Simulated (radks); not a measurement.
Q: Coherent X-ray form factor from a spherical all-electron density. Calculated with a radial shooting solver on a logarithmic mesh with Libxc functionals: Dirac Kohn-Sham, BLYP, spin-unpolarised, spherical densities, point nucleus.

sin(theta)/lambda (1/angstrom)  f0 (electrons)
0.05                                    27.639
0.1                                     26.634
0.15                                    25.169
0.2                                     23.448
0.25                                    21.632
0.3                                     19.828
0.4                                     16.499
0.5                                     13.723
0.6                                     11.543
0.8                                      8.704
1                                        7.188
1.25                                     6.109
1.5                                      5.301
2                                        3.851

The species is in the configuration that NIST lists as its ground one. Which atom or ion scatters so?

A: The copper ion Cu+, [Ar] 3d10. Extrapolating in s^2 from the first two rows gives f0(0) = 28.0, near the electron count 28; among species with that count, the fall with angle is slower the higher Z, and the table is that of Z = 29; from so few rows the species is fixed only to a neighbour or two.
